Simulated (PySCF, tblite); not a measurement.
C7H9NO.
Geometry (GFN2-xTB, Å), atoms numbered from 1 in this order:
```
atom  x, y, z in Å
C1     2.402   -2.012    0.277
C2     1.884   -1.038   -0.197
C3     1.434    0.157   -0.876
O4     2.060    0.640   -1.800
N5     0.278    0.680   -0.392
C6    -0.191    1.947   -0.905
C7    -0.399    0.119    0.733
C8    -1.882   -0.105    0.661
C9    -0.950   -1.276    0.654
H10    2.816   -2.871    0.717
H11    0.511    2.275   -1.671
H12   -0.231    2.689   -0.104
H13   -1.183    1.847   -1.347
H14    0.004    0.439    1.692
H15   -2.391    0.135   -0.259
H16   -2.467    0.092    1.546
H17   -0.882   -1.900    1.531
H18   -0.823   -1.812   -0.273
```

Theory: PBE0/pcSseg-1 in PySCF (dipole) on a GFN2-xTB geometry, gas phase.

Take the most abundant isotopes and a rigid rotor. The values belong to one conformer with, in the numbering `[CH:1]#[C:2][C:3](=[O:4])[N:5]([CH3:6])[CH:7]1[CH2:8][CH2:9]1`, C2–C3–N5–C6 174°, C3–N5–C7–C8 -133°.

Question: What are A, B and C (MHz)?

Answer: Ia = 230.01, Ib = 310.20, Ic = 508.23 u·Å²; 505379 MHz·u·Å²/I gives A = 2197, B = 1629, C = 994.4 MHz.

Question: What kind of rotor is it?

Answer: An asymmetric top; Ray's κ = 0.055.

Question: What does the inertial defect say?

Answer: Not planar: Δ = Ic − Ia − Ib = -31.99 u·Å². For a rigid frame Δ = −2 Σ m c², so Σ m c² = 15.99 u·Å² lies off the ab plane: 7.33 from hydrogen and 8.67 from heavier atoms. The atom farthest from that plane is 1.58 Å away.

Question: Give the other two planar moments, Paa and Pbb, and the rms extents of the mass along the axes.

Answer: Paa = Σ m a² = (Ib + Ic − Ia)/2 = 294.21 and Pbb = Σ m b² = (Ia + Ic − Ib)/2 = 214.02 u·Å². With the mass M = 123.07 u, the rms extents √(P/M) along a, b and c are 1.55, 1.32, 0.36 Å.

Question: Where do the levels up to J = 5 lie, in K?

Answer: Above 0(0,0), as E/k:
J = 1: 1(0,1) 0.126, 1(1,1) 0.153, 1(1,0) 0.184
J = 2: 2(0,2) 0.363, 2(1,2) 0.375, 2(1,1) 0.466, 2(2,1) 0.548, 2(2,0) 0.563
J = 3: 3(0,3) 0.695, 3(1,3) 0.699, 3(1,2) 0.876, 3(2,2) 0.925, 3(2,1) 0.986, 3(3,1) 1.146, 3(3,0) 1.151
J = 4: 4(0,4) 1.120, 4(1,4) 1.121, 4(1,3) 1.395, 4(2,3) 1.417, 4(2,2) 1.554, 4(3,2) 1.670, 4(3,1) 1.701, 4(4,1) 1.951, 4(4,0) 1.953
J = 5: 5(0,5) 1.640, 5(1,5) 1.640, 5(1,4) 2.006, 5(2,4) 2.014, 5(2,3) 2.250, 5(3,3) 2.318, 5(3,2) 2.409, 5(4,2) 2.614, 5(4,1) 2.626, 5(5,1) 2.967, 5(5,0) 2.967
The levels of one J sum to (2J + 1)J(J + 1)(A + B + C)/3.

Question: Which types of transition are allowed, and where do some lines up to J = 3 fall?

Answer: The dipole components are |μa| = 3.56 D, |μb| = 2.02 D, |μc| = 0.88 D. Intensities carry the squares of the components, which stand as 1.00 : 0.32 : 0.06 (a : b : c). Some lines, for components of 0.1 D or more:

```json
{"type": "b", "branch": "Q", "J(Ka,Kc)": "1(1,0) ← 1(0,1)", "MHz": "1203", "lower level (cm⁻¹)": "0.088"}
{"type": "c", "branch": "Q", "J(Ka,Kc)": "2(2,1) ← 2(1,1)", "MHz": "1704", "lower level (cm⁻¹)": "0.324"}
{"type": "a", "branch": "Q", "J(Ka,Kc)": "2(1,1) ← 2(1,2)", "MHz": "1904", "lower level (cm⁻¹)": "0.260"}
{"type": "b", "branch": "Q", "J(Ka,Kc)": "2(2,0) ← 2(1,1)", "MHz": "2018", "lower level (cm⁻¹)": "0.324"}
{"type": "b", "branch": "Q", "J(Ka,Kc)": "2(1,1) ← 2(0,2)", "MHz": "2151", "lower level (cm⁻¹)": "0.252"}
{"type": "b", "branch": "Q", "J(Ka,Kc)": "2(2,1) ← 2(1,2)", "MHz": "3608", "lower level (cm⁻¹)": "0.260"}
{"type": "a", "branch": "Q", "J(Ka,Kc)": "3(1,2) ← 3(1,3)", "MHz": "3697", "lower level (cm⁻¹)": "0.486"}
{"type": "b", "branch": "Q", "J(Ka,Kc)": "3(1,2) ← 3(0,3)", "MHz": "3772", "lower level (cm⁻¹)": "0.483"}
{"type": "b", "branch": "Q", "J(Ka,Kc)": "3(3,1) ← 3(2,2)", "MHz": "4592", "lower level (cm⁻¹)": "0.643"}
{"type": "a", "branch": "R", "J(Ka,Kc)": "2(1,2) ← 1(1,1)", "MHz": "4612", "lower level (cm⁻¹)": "0.106"}
{"type": "b", "branch": "R", "J(Ka,Kc)": "2(1,2) ← 1(0,1)", "MHz": "5180", "lower level (cm⁻¹)": "0.088"}
{"type": "a", "branch": "R", "J(Ka,Kc)": "3(1,3) ← 2(1,2)", "MHz": "6753", "lower level (cm⁻¹)": "0.260"}
{"type": "b", "branch": "R", "J(Ka,Kc)": "3(1,3) ← 2(0,2)", "MHz": "7000", "lower level (cm⁻¹)": "0.252"}
{"type": "b", "branch": "R", "J(Ka,Kc)": "2(2,1) ← 1(1,0)", "MHz": "7586", "lower level (cm⁻¹)": "0.128"}
{"type": "a", "branch": "R", "J(Ka,Kc)": "3(1,2) ← 2(1,1)", "MHz": "8546", "lower level (cm⁻¹)": "0.324"}
{"type": "c", "branch": "R", "J(Ka,Kc)": "3(2,1) ← 2(1,1)", "MHz": "10834", "lower level (cm⁻¹)": "0.324"}
{"type": "c", "branch": "R", "J(Ka,Kc)": "3(2,2) ← 2(1,2)", "MHz": "11479", "lower level (cm⁻¹)": "0.260"}
{"type": "c", "branch": "R", "J(Ka,Kc)": "3(3,0) ← 2(2,0)", "MHz": "12261", "lower level (cm⁻¹)": "0.391"}
{"type": "c", "branch": "R", "J(Ka,Kc)": "3(3,1) ← 2(2,1)", "MHz": "12463", "lower level (cm⁻¹)": "0.381"}
```

Question: Estimate the classical rotational partition function at 100 K, 200 K and 298.15 K.

Answer: Point group C1, symmetry number σ = 1; q = (√π/σ)·√((kT/h)³/(ABC)), k/h = 20836.6 MHz/K: 89400 at 100 K, 253000 at 200 K, 460000 at 298.15 K.

Its GFN2-xTB frequencies are all real (lowest 55 cm⁻¹). Constants of a rigid frame at the computed geometry: no zero-point averaging, no centrifugal distortion. A rigid rotor knows nothing of internal rotation, which can split or shift real lines. Quadrupole hyperfine structure (14N) is left out.

Hardware: x86-64 server, one thread, no GPU (shared host). Cost: 51 s wall, 45 s CPU. This is the PBE0/pcSseg-1 job that gave the dipole, with the shieldings it also computed.
